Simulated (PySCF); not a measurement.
These 2 structures share the formula C8H9N3. Method used: PBE0-D3(BJ)/def2-SVP geometry optimisation, gas phase (PySCF). One conformer each; no zero-point energy, no entropy. No frequencies were run at this level. Point groups hold within 0.08 Å.

**Question.** Order them by energy at this level, lowest first, and give relative energies in kcal/mol.
A. `CC(C)C#Cc1ncncn1`
B. `[N:1]#[C:2][c:3]1[cH:4][n:5][cH:6][n:7]1[CH:8]1[CH2:9][CH2:10][CH2:11]1` with C6–N7–C8–C9 -119°, N7–C8–C9–C10 144°, C8–C9–C10–C11 -21°, C9–C10–C11–C8 21°, N7–C8–C11–C10 -144°

**Answer.** B (0.0), A (19.6).

As drawn, the lower has a four-membered ring and a C≡N group, which the higher lacks; the higher has a C≡C bond, which the lower lacks.

```
          SMILES      E (Eh)  E rel (kcal/mol)  dipole (D)  point group       A, B, C (MHz)
N#Cc1cncn1C1CCC1  -473.60579               0.0        4.26           C1   1671, 1009, 659.3
CC(C)C#Cc1ncncn1  -473.57459              19.6        2.09      near Cs  3522, 461.3, 415.3
```
